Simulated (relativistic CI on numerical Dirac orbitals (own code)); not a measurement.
## Hyperfine structure of Pt³⁸⁺, mass number 195

Method of calculation: Dirac-Coulomb-Breit CI, KLI orbitals optimised for each configuration, model QED, unscaled Slater integrals (own radial code, finite nucleus).

Configuration list (outside the closed core [Ar] 3d10): 4s²4p⁶4d⁴, 4s²4p⁶4d³4f, 4s²4p⁵4d⁵, 4s4p⁶4d⁵, 4s4p⁶4d⁴4f, 4s²4p⁶4d³5s, 4s²4p⁶4d³5d, 4s²4p⁶4d³5g, 4p⁶4d⁶, 4p⁵4d⁷, 4s²4p⁶4d²5s², 4s²4p⁶4d4f5s², 4s4p⁶4d²4f5s², 4s²4p⁶4d5s²5d. Double excitations out of closed p, d and f shells are left out; levels of such configurations are missing from the list, as are those of other unlisted configurations, and high levels can miss mixing partners.

Nuclear spin I = 1/2, μ = 0.6073 μN (tables of Stone and Pyykkö). The electronic factors are computed for point nuclear moments, without core polarisation or the Bohr-Weisskopf and QED corrections.

| Level | E (cm⁻¹) | A (MHz) |
| --- | --- | --- |
| 4s²4p⁶4d⁴ ⁵D1 | 160928 | -2265 |
| 4s²4p⁶4d⁴ ³H5 | 389379 | 22200 |
| 4s²4p⁶4d⁴ ¹I6 | 402330 | 23570 |
| 4s²4p⁶4d⁴ ³G4 | 418428 | 25380 |

Levels with J = 0, under 50 % of one LS term, or S terms without an open s electron are left out. Small factors come from cancelling terms and can be off by tens of per cent or more.

At this charge energies of transitions that change n are usually good to better than 1 %, and those within a shell (Δn = 0) to a few per cent. Terms inside the open d or f shell come out 10 to 20 % too wide with unscaled integrals.

**Question.** Give the hyperfine levels of 4s²4p⁶4d⁴ ³H5 relative to its centre of gravity.

**Answer.** With K = F(F + 1) − I(I + 1) − J(J + 1), E = AK/2: F = 9/2: -66610, F = 11/2: 55510 MHz.

LS names give the leading component of a level, which can be under half, so a name can repeat, a term be missing and a line seem to break the LS rules.
